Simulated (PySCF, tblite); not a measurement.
Isomers of C5H9ClO2Si, one GFN2-xTB conformer each. Single-point energies are computed at PBE0/pcSseg-1 (PySCF, gas phase, no added dispersion term), electronic only.

Question: Rank them by PBE0/pcSseg-1 energy, lowest first (kJ/mol).
A. `[CH2:1]=[CH:2][C@@H:3]1[CH2:4][O:5][CH2:6][Si@@H:7]([Cl:8])[O:9]1` with C1–C2–C3–C4 135°, C2–C3–C4–O5 -64°, C3–C4–O5–C6 -75°, C4–O5–C6–Si7 57°, O5–C6–Si7–Cl8 -147°
B. `[CH3:1][C:2](=[O:3])[CH2:4][C:5](=[O:6])[SiH2:7][CH2:8][Cl:9]` with C1–C2–C4–C5 144°, C2–C4–C5–O6 -139°, C4–C5–Si7–C8 157°, C5–Si7–C8–Cl9 -178°
C. `[CH3:1][O:2][CH2:3][O:4][C:5]1=[C:6]([SiH2:7][Cl:8])[CH2:9]1` with C1–O2–C3–O4 76°, O2–C3–O4–C5 -97°, C3–O4–C5–C6 -7°, C5–C6–Si7–Cl8 -9°

Answer: A (0.0), B (145.4), C (261.2).

As drawn, the lowest has an Si–O bond, which the highest lacks; the highest has a three-membered ring, which the lowest lacks. GFN2-xTB itself gives, in the same order: 0.0, 243.5, 250.7. Both levels put the same isomer lowest; measured from each level's own lowest isomer, the values differ by up to 98.1 kJ/mol (CC(=O)CC(=O)[SiH2]CCl: 243.5 against 145.4).

Question: Which frontier levels, dipoles and rotational constants go with these structures?

Answer: 
```json
{"SMILES": "C=C[C@@H]1COC[Si@@H](Cl)O1", "HOMO (eV, PBE0/pcSseg-1)": "-7.08", "LUMO (eV)": "0.08", "dipole (D)": "1.55", "A, B, C (MHz)": "1907, 879.5, 715.4"}
{"SMILES": "CC(=O)CC(=O)[SiH2]CCl", "HOMO (eV, PBE0/pcSseg-1)": "-6.94", "LUMO (eV)": "-1.56", "dipole (D)": "5.91", "A, B, C (MHz)": "2582, 526.7, 450.4"}
{"SMILES": "COCOC1=C([SiH2]Cl)C1", "HOMO (eV, PBE0/pcSseg-1)": "-6.82", "LUMO (eV)": "-0.14", "dipole (D)": "1.02", "A, B, C (MHz)": "1375, 871.3, 617.5"}
```

Question: What happens when harmonic zero-point energies from GFN2-xTB frequencies are added?

Answer: 
```tsv
SMILES	ZPE (kJ/mol)	electronic (kJ/mol)	with ZPE (kJ/mol)
C=C[C@@H]1COC[Si@@H](Cl)O1	349.2	0.0	0.0
CC(=O)CC(=O)[SiH2]CCl	332.6	145.4	128.9
COCOC1=C([SiH2]Cl)C1	336.0	261.2	248.0
```

The zero-point energies span 16.6 kJ/mol. The order is unchanged.
